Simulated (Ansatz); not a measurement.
H12Si4Sn (`[SiH3][Sn]([SiH3])([SiH3])[SiH3]`), relaxed with RKS PBE0-D4/def2-TZVP in the Gaussian-basis code of Ansatz from a PBE-D4/def2-SVP geometry. The force threshold is 0.005 eV/Å; the program also tests the step.

Total charge 0; spin multiplicity 1. Sn takes the def2 core potential.

Start:

```xyz
17

Si   -0.221   -2.448   -0.806
Sn    0.005   -0.002    0.002
Si   -2.057    1.351   -0.776
Si    2.144    1.047   -1.003
Si    0.137    0.050    2.584
H    -1.462   -3.077   -0.229
H    -0.313   -2.499   -2.308
H     0.973   -3.257   -0.372
H    -1.950    2.780   -0.313
H    -3.318    0.756   -0.206
H    -2.157    1.340   -2.278
H     2.277    2.483   -0.570
H     2.093    1.004   -2.507
H     3.363    0.292   -0.543
H     1.340   -0.718    3.065
H     0.246    1.469    3.076
H    -1.098   -0.571    3.184
```

Q: By how much does the energy fall, and how many steps does the optimiser take? (Best estimate.)

A: The calculation gave: 0.05 eV, in 4 steps, 1 of them rejected.

Q: Which bonds change most? (Best estimate.)

A: Ansatz gave: Sn2–Si5 from 2.586 to 2.563 Å; Si1–Sn2 from 2.586 to 2.563 Å; Sn2–Si4 from 2.586 to 2.563 Å; Sn2–Si3 from 2.586 to 2.563 Å.

Q: Give the relaxed structure. (An estimate is asked.)

A: Ansatz gave: 
```xyz
17

Si   -0.219   -2.426   -0.798
Sn    0.002    0.000    0.000
Si   -2.043    1.340   -0.770
Si    2.125    1.037   -0.991
Si    0.137    0.049    2.559
H    -1.444   -3.046   -0.227
H    -0.308   -2.474   -2.282
H     0.962   -3.221   -0.366
H    -1.935    2.751   -0.312
H    -3.287    0.751   -0.207
H    -2.140    1.327   -2.254
H     2.256    2.454   -0.560
H     2.074    0.994   -2.477
H     3.327    0.288   -0.535
H     1.327   -0.711    3.028
H     0.248    1.451    3.042
H    -1.082   -0.563    3.151
```
